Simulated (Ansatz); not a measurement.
Program: Ansatz 0.2.0.

A structure relaxed at PBE0-D4/def2-TZVP, charge 0, multiplicity 1:

```xyz
9

B     0.093    0.714    1.117
C    -0.117   -0.571    0.269
B     0.076   -0.202   -1.224
Cl   -1.270   -0.219   -2.341
H     1.143    1.288    1.078
H    -0.783    1.154    1.802
H     0.770   -1.188    0.493
H    -1.041   -1.108    0.476
H     1.129    0.133   -1.671
```

(1) Give its formula and SMILES.

(2) Summarise the bond lengths by kind.

Results:

(1) CH5B2Cl, `BCBCl`.

(2) 2 × B–C 1.549 to 1.554 Å; 3 × B–H 1.193 to 1.197 Å; 2 × C–H 1.089 to 1.104 Å; 1 × B–Cl 1.749 Å.
